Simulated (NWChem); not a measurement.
Molecule: BHF, doublet; SMILES [BH]F

Computed with NWChem. Pople sets run with spherical d functions. Spin-unrestricted. In the optimisation the excess spin sits in a' (Cs, its own frame). No stability test was run on the SCF state. Level B3LYP/6-31G*: optimisations from one semi-empirical or force-field start; each run changes one setting, and all end within 0.3 mHa of each other.

| setting | optimisation steps |
|---|---|
| redundant internal coordinates, default thresholds | 3 |
| Cartesian coordinates | 3 |
| no line search | 3 |
| tight thresholds | 5 |
| loose thresholds | 2 |
